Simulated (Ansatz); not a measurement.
`ClCCCCCl` + `CCOC=O` → `CCOC(=O)CCCCl` + `CCl`  (formal exchange of groups at a C–C bond)

Program: Ansatz. Geometries: PBE0-D4/def2-TZVP. ΔE: electronic, gas phase. CCSD(T)/CBS adds triple-zeta CCSD(T) − MP2 to the extrapolated MP2 energy (def2 sets, frozen cores). This one scheme is used for every species. Functionals use def2-TZVPP. B3LYP here is the variant with VWN-RPA as its local correlation; programs differ in this. One conformer a species, not always the lowest.

| level | ΔE (eV) |
| --- | --- |
| PBE-D4 | -0.22 |
| PBE | -0.20 |
| B3LYP | -0.22 |
| HF/def2-TZVPP | -0.27 |
| CCSD/def2-TZVPP | -0.24 |
| HF/def2-QZVPP | -0.27 |
| HF/CBS(def2) | -0.27 |
| MP2/CBS(def2) | -0.21 |

What does CCSD(T)/CBS give? (An estimate is asked.)

Computed: -0.23 eV. The listed levels differ from it by 0.01, 0.03, 0.01, -0.04, -0.01, -0.04, -0.04, 0.02 eV.

Largest T1 diagnostic among the species: 0.014.

From PBE to PBE0 (25 % exact exchange), in def2-TZVPP and without D4, ΔE moves by −0.03 eV. In def2-TZVPP, CCSD(T) changes the Hartree–Fock value by +0.03 eV (the triples alone add +0.00 eV) and MP2 by +0.06 eV.
